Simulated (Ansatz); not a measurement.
Basis sets compared for TeAu₂. The state is a singlet with charge 0. Geometry PBE0-D4/def2-TZVP. Ansatz on 4 threads of Arm Neoverse N1 on a shared host; times are rough, and most runs start from earlier orbitals.

```xyz
3

Au   -1.794   -0.032    0.362
Au    1.198   -0.443   -1.311
Te    0.596    0.475    0.949
```

In the def2 sets Au, Te take a core potential; there is no spin–orbit coupling. The structure comes from a short search, and lower isomers may exist.

Binding counts from free atoms (Au doublet, Te triplet) in the same basis, without a counterpoise term.

```csv
level,functions,energy (Eh),HOMO (eV),LUMO (eV),binding per atom (eV),wall time
PBE-D4/def2-SVP,90,-539.6259,-5.01,-3.73,1.65,1.4 s
PBE-D4/def2-TZVP,130,-539.6550,-5.07,-3.79,1.72,2.2 s
r2SCAN-D4/def2-TZVP,130,-539.7898,-5.20,-3.60,1.66,4.3 s
PBE0-D4/def2-SVP,90,-539.5446,-5.87,-2.92,1.50,2.3 s
PBE0-D4/def2-TZVP,130,-539.5727,-5.90,-2.97,1.57,2.9 s
```

Question: Estimate the rows for PBE-D4/def2-TZVPD, r2SCAN-D4/def2-TZVPD, PBE0-D4/def2-TZVPD.

Answer: 
```json
{"level": "PBE-D4/def2-TZVPD", "functions": "145", "energy (Eh)": "-539.6569", "HOMO (eV)": "-5.09", "LUMO (eV)": "-3.79", "binding per atom (eV)": "1.74", "wall time": "2.4 s"}
{"level": "r2SCAN-D4/def2-TZVPD", "functions": "145", "energy (Eh)": "-539.7917", "HOMO (eV)": "-5.21", "LUMO (eV)": "-3.59", "binding per atom (eV)": "1.68", "wall time": "5.5 s"}
{"level": "PBE0-D4/def2-TZVPD", "functions": "145", "energy (Eh)": "-539.5745", "HOMO (eV)": "-5.91", "LUMO (eV)": "-2.96", "binding per atom (eV)": "1.59", "wall time": "3.4 s"}
```
